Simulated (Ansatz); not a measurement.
Geometry optimisation, RKS PBE0-D4/def2-SVP (Ansatz).

Input:

```yaml
crystal:
  periodic: [false, false, false]
  atoms:
    - { symbol: Si, position_ang: [0.0, 0.0, 0.0] }
    - { symbol: H, position_ang: [0.0, 0.0, 1.81] }
    - { symbol: Cl, position_ang: [2.0086, 0.0, -0.7093] }
    - { symbol: Cl, position_ang: [-1.0032, 1.7381, -0.7093] }
    - { symbol: Cl, position_ang: [-1.0032, -1.7381, -0.7093] }
    - { symbol: "N", position_ang: [-2.0118, 0.0, 0.6685] }
    - { symbol: H, position_ang: [-2.7319, -0.6071, 0.1822] }
    - { symbol: H, position_ang: [-2.2977, 0.6071, 1.489] }
    - { symbol: H, position_ang: [-0.9927, 0.0, 1.7642] }
basis:
  gaussian: { orbitals: def2-SVP }
hamiltonian:
  xc: pbe0
  dispersion: d4
relax:
  f_tol: 0.15
  max_steps: 25
  restrain:
    - { distance: [0, 5], at: 1.82, k: 30.0 }
    - { distance: [8, 1], at: 0.66, k: 30.0 }
    - { distance: [0, 1], at: 2.66, k: 30.0 }
    - { distance: [8, 5], at: 2.26, k: 30.0 }
```

Run as:

```bash
$ ansatz run input.yaml --threads 2 --pin off --max-ram 3072MiB --backend cpu --events-out ev --progress --plain --runs-dir out
```

Task: Where does it end, and by what steps?

Result: The forces met the threshold. The restraints hold the end off the free minimum. After 15 steps the energy has fallen by 5.410 eV (the restraints' own energy left out); Cl5 moved furthest, 1.49 Å. Joined: H2–H9 (0.99 → 0.72 Å).

| step | energy less start (eV) | largest force component (eV/Å) | accepted |
| --- | --- | --- | --- |
| 0 | 0.0000 | 4.416 | yes |
| 1 | -0.0841 | 4.073 | yes |
| 2 | -1.0369 | 3.083 | yes |
| 3 | -2.9609 | 3.340 | yes |
| 4 | -3.8803 | 2.246 | yes |
| 5 | -4.3948 | 1.671 | yes |
| 6 | -4.7663 | 1.545 | yes |
| 7 | -5.0323 | 1.459 | yes |
| 8 | -5.1654 | 1.594 | yes |
| 9 | -5.2353 | 1.581 | yes |
| 10 | -5.2973 | 1.436 | yes |
| 11 | -5.3371 | 1.547 | yes |
| 12 | -5.3838 | 1.327 | yes |
| 13 | -5.4004 | 1.332 | yes |
| 14 | -5.4156 | 1.223 | no |
| 15 | -5.4097 | 1.405 | yes |

```xyz
9
Properties=species:S:1:pos:R:3
Si -0.601 -0.160 -0.354
H 0.009 1.080 1.932
Cl 1.244 -0.865 0.176
Cl -0.431 1.840 -0.764
Cl -1.119 -1.153 -2.076
N -1.868 -0.495 0.835
H -2.607 -1.099 0.486
H -2.257 0.291 1.343
H -0.403 0.562 2.208
```

The run took 53 s on 2 threads of Arm Neoverse V1, with other jobs on the host, peak memory 0.24 GiB.
